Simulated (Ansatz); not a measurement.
Isolated molecules relaxed with PBE0-D4/def2-TZVP in Ansatz; ΔE leaves out vibrations. CBS: MP2 limit from def2 TZ/QZ plus the TZ coupled-cluster correction, frozen cores. DFT in def2-TZVPP. HSE06 is defined as in plane-wave codes. Elements past krypton have def2 core potentials. For In outer-core shells are correlated without core-valence functions, which leaves a few kJ/mol of doubt a bond. One conformer a species, not always the lowest.

`C[N](C)[AlH][NH2]` + `[Cl][In]([Cl])[Cl]` → `[NH2][AlH][Cl]` + `C[N](C)[In]([Cl])[Cl]`  (redistribution)

(1) Is it downhill or uphill in electronic energy at CCSD(T)/CBS, and by how much? (An estimate is asked.)

(2) What do these levels give: r2SCAN0, HSE06, BHLYP, CAM-B3LYP, HF/def2-SVP, SCS-MP2/def2-QZVPP? (Best estimate.)

Largest T1 diagnostic among the species: 0.014.

Results:

(1) Ansatz gave: Nearly level: ΔE = +1.2 kJ/mol.

(2) Ansatz gave: r2SCAN0 12.8, HSE06 12.4, BHLYP 17.1, CAM-B3LYP 12.8, HF/def2-SVP 19.3, SCS-MP2/def2-QZVPP 2.0 kJ/mol.

From BLYP to BHLYP (50 % exact exchange), in def2-TZVPP and without D4, ΔE moves by +4.3 kJ/mol. At CCSD(T), def2-SVP lies +6.4 kJ/mol from the extrapolated value and def2-TZVPP +2.8 kJ/mol.
